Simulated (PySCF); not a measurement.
## Telling isomers of C8H7F apart by NMR

PySCF calculation with coordinates at the GFN2-xTB level and shieldings: GIAO PBE0/pcSseg-1; one conformer, in vacuum, non-relativistic Hamiltonian, fast rotation and ring inversion assumed for equivalent nuclei.

Chemical shifts δ = σref − σ; 1H (σref 31.72) and 13C (σref 186.93) vs TMS, all at this level. Splittings of carbon signals by F and P are missing where no couplings were computed. Where no couplings were computed, multiplicities follow the n + 1 count of equivalent neighbours, and m marks all less simple cases (inequivalent or close neighbours, rings, F or P nearby). Shifts are as computed. Against solution values, carbons near 30 ppm lie about +3 ppm off and those near 130 ppm about +5 ppm. Of 1211 compounds with measured shifts, 218 miss one by over three times the rms of a fit or turn the order of signals round; such compounds aren't used in these exercises.

(1) Tabulate the signals of `C=Cc1cccc(F)c1`, `Cc1cc(F)c2c(c1)C2`, `C#C[C@H]1C/C(=C/F)C1=C` and their relative energies.

(2) What is the quickest way to tell C=Cc1cccc(F)c1 from Cc1cc(F)c2c(c1)C2?

(3) What is the quickest way to tell Cc1cc(F)c2c(c1)C2 from C#C[C@H]1C/C(=C/F)C1=C?

(4) What is the quickest way to tell C=Cc1cccc(F)c1 from C#C[C@H]1C/C(=C/F)C1=C?

Results:

(1) 
| SMILES | carbon types | δC | δH | E rel. (kcal/mol) |
| --- | --- | --- | --- | --- |
| C=Cc1cccc(F)c1 | 2×C 5×CH 1×CH2 | 173.6, 144.3, 143.9, 135.9, 131.1, 121.1, 120.3, 114.7 | 7.76 (m, 1H), 7.58 (m, 1H), 7.21 (m, 1H), 7.10 (d, 1H), 6.84 (m, 1H), 6.31 (m, 1H), 5.71 (m, 1H) | 0.0 |
| Cc1cc(F)c2c(c1)C2 | 4×C 2×CH 1×CH2 1×CH3 | 160.3, 150.7, 140.4, 123.2, 115.2, 110.5, 25.2, 24.1 | 7.15 (s, 1H), 6.86 (m, 1H), 3.57 (s, 2H), 2.53 (s, 3H) | 44.2 |
| C#C[C@H]1C/C(=C/F)C1=C | 3×C 3×CH 2×CH2 | 154.6, 150.4, 126.0, 120.7, 90.1, 77.2, 32.1, 30.5 | 6.78 (m, 1H), 5.96 (br s, 1H), 5.74 (br s, 1H), 3.49 (m, 1H), 2.98 (m, 1H), 2.74 (m, 1H), 1.70 (d, 1H) | 81.4 |

Energies are electronic energies at PBE0/pcSseg-1 on these geometries, without zero-point or thermal terms, each for the one conformer computed, which needn't be the lowest.

(2) Both give the same number of carbon signals, but DEPT or the intensities differ. The first has a terminal =CH2 carbon at 120.3 ppm, the second a three-membered-ring carbon (CH2) at 25.2 ppm. Their most deshielded carbons lie at 173.6 and 160.3 ppm. In the proton spectra the most deshielded non-exchanging signals are 7.76 (m, 1H) and 7.15 (s, 1H).

(3) Both give the same number of carbon signals, but DEPT or the intensities differ. The first has a methyl carbon on an aromatic ring (CH3) at 24.1 ppm, the second a terminal =CH2 carbon at 120.7 ppm. Their most deshielded carbons lie at 160.3 and 154.6 ppm.

(4) Both give the same number of carbon signals, but DEPT or the intensities differ. The first has an aromatic CH at 114.7 ppm, the second an allylic sp3 CH2 at 32.1 ppm. Their most deshielded carbons lie at 173.6 and 154.6 ppm. In the proton spectra the most deshielded non-exchanging signals are 7.76 (m, 1H) and 6.78 (m, 1H).
